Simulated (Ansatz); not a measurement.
Ansatz (a first-principles code) input (B3LYP-D3(BJ)/def2-TZVP):

Ansatz 0.2 input:
```yaml
crystal:
  periodic: [false, false, false]
  atoms:
    - {symbol: Sr, position_ang: [0.29501425, -0.11245517, -0.18468336]}
    - {symbol: F, position_ang: [-0.86562395, 1.63285047, -0.84768634]}
    - {symbol: F, position_ang: [-0.37999178, -1.15803974, 1.62746054]}
basis:
  gaussian:
    orbitals: def2-TZVP
hamiltonian:
  xc: b3lyp
  dispersion: d3bj
total_charge: -1
magnetization: {spin_polarized: true, initial_magnetization: 1}
phonons: {temperatures: {t_min: 298.15, t_max: 298.15, t_step: 100}}
```

Output:

```
Functional definition: B3LYP
integrals: 0.02 GiB planned
625 factors; their error is unknown
mean field: 0.30 GiB planned
mean field evaluation 1: about -6276.6853 eV, gradient 1.2e1 eV
mean field evaluation 2: about -6276.0528 eV, gradient 2.0e1 eV
mean field evaluation 4: about -6277.1480 eV, gradient 3.3e-1 eV
mean field evaluation 8: about -6277.1693 eV, gradient 2.0e-2 eV
mean field evaluation 16: about -6277.1693 eV, gradient 8.3e-6 eV
mean field -6277.16928362 eV, -230.6817163550 hartree, gradient 8.3e-6 eV, S^2 0.750058; 0 other end points of the search recorded, 0 dependent functions left out
the calculation of the forces begins
reference -6277.16949943 eV, -230.6817242857 hartree; 15, 14 occupied and 80, 81 virtual orbitals, 625 factors
these checks for a lower state are left out or cut short: stability, starts, cluster_reference, orbital_swaps, neighbouring_geometries, increment
integrals: 0.02 GiB planned
625 factors; their error is unknown
mean field: 0.30 GiB planned
mean field -6277.16926425 eV, -230.6817156432 hartree, gradient 8.0e-7 eV, S^2 0.750058; 0 other end points of the search recorded, 0 dependent functions left out
the calculation of the forces begins
reference -6277.16948010 eV, -230.6817235754 hartree; 15, 14 occupied and 80, 81 virtual orbitals, 625 factors
these checks for a lower state are left out or cut short: stability, starts, cluster_reference, orbital_swaps, neighbouring_geometries, increment
integrals: 0.02 GiB planned
625 factors; their error is unknown
mean field: 0.30 GiB planned
mean field -6277.16926145 eV, -230.6817155401 hartree, gradient 7.8e-7 eV, S^2 0.750058; 0 other end points of the search recorded, 0 dependent functions left out
the calculation of the forces begins
reference -6277.16947721 eV, -230.6817234693 hartree; 15, 14 occupied and 80, 81 virtual orbitals, 625 factors
these checks for a lower state are left out or cut short: stability, starts, cluster_reference, orbital_swaps, neighbouring_geometries, increment
integrals: 0.02 GiB planned
625 factors; their error is unknown
mean field: 0.30 GiB planned
mean field evaluation 32: about -6277.1692 eV, gradient 1.2e-1 eV
mean field -6277.16925226 eV, -230.6817152024 hartree, gradient 2.3e-6 eV, S^2 0.750058; 0 other end points of the search recorded, 0 dependent functions left out
the calculation of the forces begins
reference -6277.16946801 eV, -230.6817231310 hartree; 15, 14 occupied and 80, 81 virtual orbitals, 625 factors
these checks for a lower state are left out or cut short: stability, starts, cluster_reference, orbital_swaps, neighbouring_geometries, increment
integrals: 0.02 GiB planned
625 factors; their error is unknown
mean field: 0.30 GiB planned
mean field -6277.16926183 eV, -230.6817155542 hartree, gradient 2.0e-6 eV, S^2 0.750058; 0 other end points of the search recorded, 0 dependent functions left out
the calculation of the forces begins
reference -6277.16947769 eV, -230.6817234870 hartree; 15, 14 occupied and 80, 81 virtual orbitals, 625 factors
these checks for a lower state are left out or cut short: stability, starts, cluster_reference, orbital_swaps, neighbouring_geometries, increment
integrals: 0.02 GiB planned
625 factors; their error is unknown
mean field: 0.30 GiB planned
mean field -6277.16928437 eV, -230.6817163825 hartree, gradient 7.2e-7 eV, S^2 0.750058; 0 other end points of the search recorded, 0 dependent functions left out
the calculation of the forces begins
reference -6277.16950019 eV, -230.6817243136 hartree; 15, 14 occupied and 80, 81 virtual orbitals, 625 factors
these checks for a lower state are left out or cut short: stability, starts, cluster_reference, orbital_swaps, neighbouring_geometries, increment
integrals: 0.02 GiB planned
625 factors; their error is unknown
mean field: 0.30 GiB planned
mean field -6277.16927845 eV, -230.6817161647 hartree, gradient 8.1e-7 eV, S^2 0.750058; 0 other end points of the search recorded, 0 dependent functions left out
the calculation of the forces begins
reference -6277.16949424 eV, -230.6817240950 hartree; 15, 14 occupied and 80, 81 virtual orbitals, 625 factors
Total energy: -6277.21540409 eV, -230.6834112510 hartree
Atom 0 at     0.295014    -0.112455    -0.184683 Å, force     0.000010    -0.000004    -0.000007 eV/Å
Atom 1 at    -0.865624     1.632850    -0.847686 Å, force     0.000106    -0.000637     0.000570 eV/Å
Atom 2 at    -0.379992    -1.158040     1.627461 Å, force    -0.000116     0.000641    -0.000564 eV/Å
Dipole moment:    -0.081203     0.030954     0.050835 e Å
Vibrations: 103.29 406.83 412.04 cm⁻¹, zero-point energy 0.057167 eV
```
